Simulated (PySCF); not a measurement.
**Ta⁵⁹⁺: ionisation energy**

Ta⁵⁹⁺ [Ne] 3s2 3p2 [3p1/2^2, M_J = 0] → Ta⁶⁰⁺ [Ne] 3s2 3p1 [3p1/2^1, M_J = 1/2], as a difference of total energies. Computed with PySCF 2.14 in an uncontracted even-tempered set (18 s from 18 bohr⁻², ratio 2.4; 14 p from 24 bohr⁻², ratio 2.4; 4 d from 80 bohr⁻², ratio 2.6; 4 f from 120 bohr⁻², ratio 2.6), with the two-component X2C-1e Hamiltonian. Correlated levels: 1s2 frozen; the 54 highest virtual spinors dropped. "Screened" scales the spin-orbit matrix elements by Boettger's factors to mimic the two-electron term; Breit and QED terms are absent.

| method | ionisation energy (eV) |
| --- | --- |
| GHF (spin-free) | 6144.4 |
| GMP2 (spin-free) | 6145.2 |
| GHF (screened spin-orbit) | 6370.8 |
| GMP2 (screened spin-orbit) | 6372.7 |

Breit and QED terms and the two-electron picture change are absent.

The spin-free rows relax to the high-spin LS determinant and lack the spin-orbit shift.

The labels give the starting determinants; with spin-orbit coupling the two ends relaxed to ⟨J²⟩ = 0.00, ⟨L²⟩ = 1.35, ⟨S²⟩ = 1.35 and ⟨J²⟩ = 0.75, ⟨L²⟩ = 2.03, ⟨S²⟩ = 0.78.

For comparison: 6364 ± 7 eV (theoretical estimate listed by NIST; NIST Atomic Spectra Database, ionization energies).
